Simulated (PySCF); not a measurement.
C8H8P2.
SMILES: `Cc1cpc(C#C)pc1C`

All values: PBE0/pcSseg-1 (PySCF, non-relativistic), on one gas-phase PBE0-D3(BJ)/def2-SVP geometry that isn't relaxed in the solvent. The solvent is an IEF-PCM continuum (cavity from Bondi-type radii × 1.2). Only the electrostatic response of the medium enters.

| run | E − E(gas) (kcal/mol) | HOMO (eV) | HOMO–LUMO gap (eV) | dipole (D) |
| --- | --- | --- | --- | --- |
| gas | 0.00 | -6.84 | 4.68 | 2.92 |
| P | -4.64 | -6.94 | 4.71 | 4.32 |
| Q | -4.45 | -6.94 | 4.71 | 4.26 |

Task: The runs were made in dichloromethane and tetrahydrofuran. Which run belongs to which solvent?

Result: P = dichloromethane, Q = tetrahydrofuran. The dielectric constants are 7.426 (tetrahydrofuran), 8.93 (dichloromethane), and the energy falls further as ε rises. In this model the ground state sees the solvent through ε alone.

Task: How constant is the ratio of the lowering to (ε − 1)/(2ε + 1)?

Result: 
```tsv
solvent	(ε − 1)/(2ε + 1)	E − E(gas) (kcal/mol)	ratio (kcal/mol)	polarisation term (kcal/mol)
tetrahydrofuran	0.405	-4.45	-11.0	-5.33
dichloromethane	0.420	-4.64	-11.0	-5.61
```

The ratio changes by +0.6 % in size from tetrahydrofuran to dichloromethane. The polarisation term is half the interaction of the solute with the induced surface charges.

Time: 46 s; peak memory 1.1 GiB. Hardware: one thread of an Arm Neoverse V2, on a shared host. This is the whole shielding run at PBE0/pcSseg-1 in dichloromethane, SCF included.
